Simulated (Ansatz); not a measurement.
`C#C[SiH](C)Cl` + H–F → `C#C[SiH](F)Cl` + CH₄ at 400 K and 1 bar (ligand exchange at the Si–C bond).

Computed with Ansatz on PBE0-D4/def2-TZVP structures; ΔE is electronic, products minus reactants. CCSD(T)/CBS adds triple-zeta CCSD(T) − MP2 to the extrapolated MP2 energy (def2 sets, frozen cores). This one scheme is used for every species.

```csv
species,CCSD(T)/CBS energy (Eh),H − E (kJ/mol),S (J/(mol·K))
`C#C[SiH](C)Cl`,-866.03655,208.4,383.1
H–F,-100.39570,36.5,182.2
`C#C[SiH](F)Cl`,-926.02177,115.0,359.5
CH₄,-40.46206,131.3,197.2
```

H − E and S are ideal-gas, rigid-rotor, harmonic terms from PBE0-D4/def2-TZVP, for one conformer and one mirror image of each species. 1 Eh = 2625.50 kJ/mol, R = 8.31446 J/(mol·K).

By hand: ΔE, ΔH, ΔS and ΔG.

ΔE = (-926.02177) + (-40.46206) − (-866.03655) − (-100.39570) = -0.05158 Eh = -135.4 kJ/mol. Δ(H − E) = 115.0 + 131.3 − 208.4 − 36.5 = 1.4, so ΔH = -134.0 kJ/mol. ΔS = 359.5 + 197.2 − 383.1 − 182.2 = -8.6 J/(mol·K). ΔG = -134.0 − 400 × (-8.6)/1000 = -130.6 kJ/mol.

By hand: the equilibrium constant, and the temperature at which ΔG would vanish if ΔH and ΔS stayed fixed.

log₁₀ K = −ΔG/(RT ln 10) = 17.1. ΔG = 0 at ΔH/ΔS = 15581 K, far beyond where these terms or the molecules hold.

The number of gas molecules stays the same, so ΔS is small and ΔH decides. A doubt of 5 kJ/mol in ΔE shifts log₁₀ K by 0.7 here. Other conformers and mirror images would add mixing entropy, several J/(mol·K) or more a flexible species. These are equilibria of isolated gas molecules and say nothing of rates. Largest T1 diagnostic: 0.012 (customary marks: 0.02 for closed shells, 0.045 for open ones).
